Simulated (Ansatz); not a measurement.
B₄H₄S⁻, that is closo-1-SB4 (no H on S) with one electron more. Total charge -1; doublet. Geometry PBE0-D4/def2-SVP, that of the neutral singlet; atoms count from 1.

```xyz
9

B    -0.937   -0.109   -0.565
B     0.142   -0.692    0.842
S    -1.172    0.613    1.152
B     0.693   -0.362   -0.681
B     0.360    1.027    0.150
H    -1.863   -0.288   -1.303
H     0.412   -1.519    1.666
H     1.491   -0.780   -1.466
H     0.873    2.109    0.205
```

The highest occupied level of the charge -1 doublet lies above zero (up to 2.21 eV). By energy differences it is unbound by 0.42 eV (vertical, against the charge 0 singlet, at PBE0-D4/def2-TZVPD) and held by the finite basis.

Question: Estimate the Mulliken populations from the PBE0/def2-TZVPD orbitals of Ansatz.

Answer: 
```json
{"atom": "B1", "charge (e)": "-0.39", "spin (α − β)": "0.25"}
{"atom": "B2", "charge (e)": "-0.40", "spin (α − β)": "0.25"}
{"atom": "S3", "charge (e)": "-0.51", "spin (α − β)": "0.18"}
{"atom": "B4", "charge (e)": "0.79", "spin (α − β)": "-0.01"}
{"atom": "B5", "charge (e)": "-0.38", "spin (α − β)": "0.37"}
{"atom": "H6", "charge (e)": "-0.02", "spin (α − β)": "0.01"}
{"atom": "H7", "charge (e)": "-0.02", "spin (α − β)": "0.01"}
{"atom": "H8", "charge (e)": "-0.06", "spin (α − β)": "-0.02"}
{"atom": "H9", "charge (e)": "-0.01", "spin (α − β)": "-0.04"}
```
Mulliken values depend strongly on the basis. With diffuse functions, as here, like atoms can get unlike values, and bond orders can come out too low or too high.

Question: Where does the spin sit?

Answer: Summed by element: B 0.85, S 0.18, H -0.03, of 1 unpaired in all. Largest on single atoms: B5 0.37, B2 0.25, B1 0.25.

Question: And the Mayer bond orders between heavy atoms (over 0.3)?

Answer: B1–B2 1.01 (1.87 Å); B1–S3 0.73 (1.88 Å); B1–B4 0.83 (1.65 Å); B1–B5 0.98 (1.87 Å); B2–S3 0.73 (1.88 Å); B2–B4 0.83 (1.65 Å); B2–B5 0.98 (1.87 Å); S3–B5 0.82 (1.88 Å); B4–B5 0.66 (1.65 Å).
